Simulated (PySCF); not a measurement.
PySCF input file for GaCl₂, SMILES [Cl][Ga+][Cl], charge +1, TDDFT-ωB97X/def2-SVPD. The structure is a stationary point at r2SCAN-D4/def2-TZVP. The spin state was assumed, not searched. The isomer is the one that the SMILES or the coordinates give; other isomers of the formula were not compared.

```python
import numpy as np
from pyscf import gto, scf, dft, tdscf

mol = gto.M(
    atom='''
    Ga    0.00000000    0.00000000    0.00000000
    Cl    0.00000000    0.00000000   -2.02068475
    Cl    0.00000000    0.00000000    2.02068475
    ''',
    basis='def2-SVPD',
    charge=1,
    spin=0,
    symmetry=True,
    symmetry_subgroup='D2h',
    max_memory=1600,
    verbose=4,
)
mf = dft.RKS(mol, xc='wb97x').density_fit(auxbasis='def2-universal-jkfit')
mf.grids.level = 3
mf.conv_tol = 1e-9
mf.max_cycle = 100
mf.kernel()
mf.grids = dft.Grids(mol).set(level=1).build(with_non0tab=True)  # coarser grid for the response kernel
td = tdscf.TDDFT(mf)
td.singlet = True
td.nstates = 10
td.conv_tol = 1e-4
td.positive_eig_threshold = 1e-6
td.kernel(x0=td.get_init_guess(mf, 15))
td.analyze()
tt = tdscf.TDA(mf)
tt.singlet = False
tt.nstates = 4
tt.conv_tol = 1e-4
tt.positive_eig_threshold = 1e-6
tt.kernel(x0=tt.get_init_guess(mf, 9))
tt.analyze(verbose=3)
```

Program output:

```
PySCF version 2.14.0

[INPUT] verbose = 4
[INPUT] num. atoms = 3
[INPUT] num. electrons = 64
[INPUT] charge = 1
[INPUT] spin (= nelec alpha-beta = 2S) = 0
[INPUT] symmetry True subgroup D2h
[INPUT] Mole.unit = angstrom
[INPUT] Symbol           X                Y                Z      unit          X                Y                Z       unit  Magmom
[INPUT]  1 Ga     0.000000000000   0.000000000000   0.000000000000 AA    0.000000000000   0.000000000000   0.000000000000 Bohr   0.0
[INPUT]  2 Cl     0.000000000000   0.000000000000  -2.020684750000 AA    0.000000000000   0.000000000000  -3.818540761585 Bohr   0.0
[INPUT]  3 Cl     0.000000000000   0.000000000000   2.020684750000 AA    0.000000000000   0.000000000000   3.818540761585 Bohr   0.0

nuclear repulsion = 313.863351167281
point group symmetry = Dooh, use subgroup D2h
symmetry origin: [0. 0. 0.]
symmetry axis x: [1. 0. 0.]
symmetry axis y: [0. 1. 0.]
symmetry axis z: [0. 0. 1.]
num. orbitals of irrep Ag = 27
num. orbitals of irrep B1g = 6
num. orbitals of irrep B2g = 10
num. orbitals of irrep B3g = 10
num. orbitals of irrep Au = 2
num. orbitals of irrep B1u = 17
num. orbitals of irrep B2u = 10
num. orbitals of irrep B3u = 10
number of shells = 36
number of NR pGTOs = 170
number of NR cGTOs = 92
basis = def2-SVPD
ecp = {}


******** <class 'pyscf.df.df_jk.DFSymAdaptedRKS'> ********
method = DFSymAdaptedRKS
initial guess = minao
damping factor = 0
level_shift factor = 0
DIIS = <class 'pyscf.scf.diis.CDIIS'>
diis_start_cycle = 1
diis_space = 8
diis_damp = 0
SCF conv_tol = 1e-09
SCF conv_tol_grad = None
SCF max_cycles = 100
direct_scf = False
XC library pyscf.dft.libxc version 7.1.2
    S. Lehtola, C. Steigemann, M. J. T. Oliveira, and M. A. L. Marques,  SoftwareX 7, 1–5 (2018)
XC functionals = wb97x
    J.-D. Chai and M. Head-Gordon,  J. Chem. Phys. 128, 084106 (2008)
radial grids:
    Treutler-Ahlrichs [JCP 102, 346 (1995); DOI:10.1063/1.469408] (M4) radial grids

becke partition: Becke, JCP 88, 2547 (1988); DOI:10.1063/1.454033
pruning grids: <function nwchem_prune>
grids dens level: 3
symmetrized grids: True
atomic radii adjust function: <function treutler_atomic_radii_adjust>
small_rho_cutoff = 0
Freeze 0 electrons in irreps []
    64 free electrons in irreps Ag B1g B2g B3g Au B1u B2u B3u
Set gradient conv threshold to 3.16228e-05
Initial guess from minao.
tot grids = 58664
******** <class 'pyscf.df.df.DF'> ********
auxbasis = def2-universal-jkfit
Create RSH-DF object <pyscf.df.df.DF object> for omega=0.3
******** <class 'pyscf.df.df.DF'> ********
auxbasis = auxmol.basis = def2-universal-jkfit
init E= -2844.62600563245
HOMO (B3g) = -0.452179958568392  LUMO (Ag) = -0.123265925986976  gap/eV = 8.95021
cycle= 1 E= -2844.43235250338  delta_E= 0.194  |g|= 0.701  |ddm|= 2.59
HOMO (B3g) = -0.682023047507388  LUMO (Ag) = -0.330529182821699  gap/eV = 9.56464
cycle= 2 E= -2844.45911550668  delta_E= -0.0268  |g|= 0.77  |ddm|= 2.41
HOMO (B3g) = -0.687771650759048  LUMO (Ag) = -0.279113574773575  gap/eV = 11.12015
cycle= 3 E= -2844.54604259343  delta_E= -0.0869  |g|= 0.0441  |ddm|= 1.01
HOMO (B3g) = -0.676558473605208  LUMO (Ag) = -0.258823104573947  gap/eV = 11.36716
cycle= 4 E= -2844.54660259976  delta_E= -0.00056  |g|= 0.0132  |ddm|= 0.126
HOMO (B3g) = -0.675047679814094  LUMO (Ag) = -0.257002074085325  gap/eV = 11.37560
cycle= 5 E= -2844.5466722181  delta_E= -6.96e-05  |g|= 0.00398  |ddm|= 0.0296
HOMO (B3g) = -0.675449475164762  LUMO (Ag) = -0.256957494170157  gap/eV = 11.38775
cycle= 6 E= -2844.54667739572  delta_E= -5.18e-06  |g|= 0.00129  |ddm|= 0.0101
HOMO (B3g) = -0.675158173340004  LUMO (Ag) = -0.2568494774332  gap/eV = 11.38276
cycle= 7 E= -2844.54667820487  delta_E= -8.09e-07  |g|= 0.000235  |ddm|= 0.003
HOMO (B3g) = -0.6751909592947  LUMO (Ag) = -0.256869256545171  gap/eV = 11.38311
cycle= 8 E= -2844.54667826201  delta_E= -5.71e-08  |g|= 2.95e-05  |ddm|= 0.00112
HOMO (B3g) = -0.675189669586726  LUMO (Ag) = -0.256868338098756  gap/eV = 11.38310
cycle= 9 E= -2844.54667826306  delta_E= -1.05e-09  |g|= 4.92e-06  |ddm|= 0.000157
HOMO (B2g) = -0.675190300461715  LUMO (Ag) = -0.256868663847477  gap/eV = 11.38311
cycle= 10 E= -2844.54667826308  delta_E= -1.91e-11  |g|= 4.06e-07  |ddm|= 1.96e-05
HOMO (B3g) = -0.67519018281587  LUMO (Ag) = -0.256868588256718  gap/eV = 11.38311
Extra cycle  E= -2844.54667826308  delta_E= -2.73e-12  |g|= 1.79e-07  |ddm|= 1.94e-06
converged SCF energy = -2844.54667826308
tot grids = 20048
Overwritten attributes  positive_eig_threshold  of <class 'pyscf.tdscf.rks.TDDFT'>


******** <class 'pyscf.tdscf.rks.TDDFT'> for <class 'pyscf.df.df_jk.DFSymAdaptedRKS'> ********
nstates = 10 singlet
deg_eia_thresh = 1.000e-03
wfnsym = None
conv_tol = 0.0001
eigh lindep = 1e-12
eigh level_shift = 0
eigh max_cycle = 100


Excitation energies (eV)
[5.65078526 5.65078526 6.28684474 6.28684474 7.26849699 7.33966406
 7.33971191 7.48979927 7.77896411 7.90159086]

** Singlet excitation energies and oscillator strengths **
Excited State   1:  B2g      5.65079 eV    219.41 nm  f=0.0000
      31 -> 33       -0.70179
Excited State   2:  B3g      5.65079 eV    219.41 nm  f=0.0000
      32 -> 33       -0.70179
Excited State   3:  B2u      6.28684 eV    197.21 nm  f=0.0271
      29 -> 33        0.70075
Excited State   4:  B3u      6.28684 eV    197.21 nm  f=0.0271
      30 -> 33        0.70075
Excited State   5:   Au      7.26850 eV    170.58 nm  f=0.0000
      31 -> 34        0.49634
      32 -> 35       -0.49634
Excited State   6:  B1u      7.33966 eV    168.92 nm  f=0.0000
      31 -> 35        0.49659
      32 -> 34       -0.49659
Excited State   7:   Au      7.33971 eV    168.92 nm  f=0.0000
      31 -> 34        0.49659
      32 -> 35        0.49659
Excited State   8:  B1u      7.48980 eV    165.54 nm  f=0.0015
      28 -> 33        0.46781
      31 -> 35       -0.37120
      32 -> 34       -0.37120
Excited State   9:  B1g      7.77896 eV    159.38 nm  f=0.0000
      29 -> 35        0.49539
      30 -> 34       -0.49539
Excited State  10:   Ag      7.90159 eV    156.91 nm  f=0.0000
      29 -> 34        0.49620
      30 -> 35       -0.49620

** Transition electric dipole moments (AU) **
state          X           Y           Z        Dip. S.      Osc.
  1        -0.0000      0.0000     -0.0000      0.0000      0.0000
  2         0.0000      0.0000      0.0000      0.0000      0.0000
  3         0.0000      0.4197      0.0000      0.1762      0.0271
  4         0.4197      0.0000      0.0000      0.1762      0.0271
  5         0.0000     -0.0000     -0.0000      0.0000      0.0000
  6        -0.0000      0.0000     -0.0000      0.0000      0.0000
  7        -0.0000     -0.0000     -0.0000      0.0000      0.0000
  8         0.0000      0.0000      0.0897      0.0080      0.0015
  9        -0.0000      0.0000     -0.0000      0.0000      0.0000
 10         0.0000      0.0000      0.0000      0.0000      0.0000

** Transition velocity dipole moments (imaginary part, AU) **
state          X           Y           Z        Dip. S.      Osc.
  1        -0.0000      0.0000     -0.0000      0.0000      0.0000
  2         0.0000      0.0000      0.0000      0.0000      0.0000
  3        -0.0000      0.0951      0.0000      0.0090      0.0261
  4         0.0951      0.0000     -0.0000      0.0090      0.0261
  5         0.0000     -0.0000     -0.0000      0.0000      0.0000
  6        -0.0000      0.0000     -0.0000      0.0000      0.0000
  7        -0.0000     -0.0000      0.0000      0.0000      0.0000
  8         0.0000      0.0000      0.0276      0.0008      0.0018
  9         0.0000      0.0000     -0.0000      0.0000      0.0000
 10         0.0000      0.0000     -0.0000      0.0000      0.0000

** Transition magnetic dipole moments (imaginary part, AU) **
state          X           Y           Z
  1        -0.0000     -0.0700      0.0000
  2         0.0700      0.0000      0.0000
  3         0.0000     -0.0000     -0.0000
  4        -0.0000     -0.0000      0.0000
  5         0.0000     -0.0000     -0.0000
  6         0.0000     -0.0000      0.0000
  7        -0.0000      0.0000      0.0000
  8         0.0000     -0.0000     -0.0000
  9        -0.0000      0.0000      0.0000
 10        -0.0000      0.0000      0.0000
Overwritten attributes  positive_eig_threshold  of <class 'pyscf.tdscf.rks.TDA'>


******** <class 'pyscf.tdscf.rks.TDA'> for <class 'pyscf.df.df_jk.DFSymAdaptedRKS'> ********
nstates = 4 triplet
deg_eia_thresh = 1.000e-03
wfnsym = None
conv_tol = 0.0001
eigh lindep = 1e-12
eigh level_shift = 0
eigh max_cycle = 100


Excitation energies (eV)
[5.22644787 5.22644787 5.77926923 5.77926923]

** Triplet excitation energies and oscillator strengths **
Excited State   1:  B3g      5.22645 eV    237.22 nm  f=0.0000
Excited State   2:  B2g      5.22645 eV    237.22 nm  f=0.0000
Excited State   3:  B2u      5.77927 eV    214.53 nm  f=0.0000
Excited State   4:  B3u      5.77927 eV    214.53 nm  f=0.0000
```

The calculation finished and met its thresholds.
